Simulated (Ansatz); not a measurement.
MoO₄H₂⁻. The state is a doublet with charge -1. Geometry PBE-D4/def2-SVP, that of the neutral singlet; atoms count from 1.

```xyz
7

Mo    0.127   -0.066   -0.201
O     0.560   -1.518   -0.936
O     1.147    1.376   -0.892
O    -0.215    1.482   -1.322
O    -0.053   -0.140    1.661
H    -0.049   -0.932    2.233
H    -1.518   -0.201   -0.544
```

In the def2 sets Mo takes a core potential; there is no spin–orbit coupling. The structure holds one bond between oxygen atoms, so isomers without such links may lie far lower. The highest occupied level of the charge -1 doublet lies above zero (up to 0.66 eV). By energy differences its removal costs 1.32 eV (vertical, to the charge 0 singlet, at PBE0-D4/def2-TZVPD); a positive level beside a positive removal energy at the same level points to self-interaction error. The structure comes from a short search, and lower isomers may exist.

Problem. Estimate the Mulliken populations from the PBE0/def2-TZVPD orbitals of Ansatz.

Solution. 
| atom | charge (e) | spin (α − β) | d electrons |
| --- | --- | --- | --- |
| Mo1 | 1.49 | 0.96 | 3.76 |
| O2 | -0.92 | 0.01 | – |
| O3 | -0.56 | 0.03 | – |
| O4 | -0.47 | -0.01 | – |
| O5 | -0.90 | 0.04 | – |
| H6 | 0.24 | -0.01 | – |
| H7 | 0.12 | -0.03 | – |
Mulliken values and Mayer orders depend strongly on the basis. With diffuse functions, as here, like atoms can get unlike values, and bond orders can come out too low or too high.

Problem. Where does the spin sit?

Solution. Summed by element: Mo 0.96, O 0.08, H -0.04, of 1 unpaired in all. Largest on single atoms: Mo1 0.96, O5 0.04, O3 0.03.

Problem. And the Mayer bond orders between bonded heavy atoms (over 0.3)?

Solution. Mo1–O2 1.58 (1.68 Å); Mo1–O3 0.64 (1.90 Å); Mo1–O4 0.69 (1.94 Å); Mo1–O5 0.45 (1.87 Å); O3–O4 0.64 (1.43 Å).
